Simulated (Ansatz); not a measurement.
One change: `C=CCO` becomes `C=CCBr`.

Ansatz, PBE0-D4/def2-TZVP geometries, multiplicity 1. Each molecule was computed in one conformer, which needn't be the lowest.

Scalar relativity is left out up to krypton.

```tsv
property	`C=CCO`
size of the dipole moment (ωB97M-V/def2-TZVPP) / D	1.53
HOMO energy (PBE0/def2-TZVPP) / eV	-7.69
HOMO energy (ωB97M-V/def2-TZVPP) / eV	-10.01
HOMO energy (PBE/def2-TZVPP) / eV	-6.25
size of the dipole moment (B3LYP/def2-TZVPP) / D	1.51
LUMO energy (ωB97M-V/def2-TZVPP) / eV	2.00
```

Task: What does the change do to each property? (Best estimate.)

Result: Computed: 
```csv
property,`C=CCBr`,shift
size of the dipole moment (ωB97M-V/def2-TZVPP) / D,1.97,0.44
HOMO energy (PBE0/def2-TZVPP) / eV,-7.73,-0.04
HOMO energy (ωB97M-V/def2-TZVPP) / eV,-9.94,0.07
HOMO energy (PBE/def2-TZVPP) / eV,-6.54,-0.29
size of the dipole moment (B3LYP/def2-TZVPP) / D,1.98,0.47
LUMO energy (ωB97M-V/def2-TZVPP) / eV,1.31,-0.69
```

The zero-point energy changes by -37.6 kJ/mol with -3 modes. Dipoles are sizes alone; their direction can turn.

B3LYP here is the variant with VWN-RPA as its local correlation; programs differ in this.

Spin–orbit coupling is left out; it splits and shifts lone-pair levels of the heavy atoms by tenths of an eV.
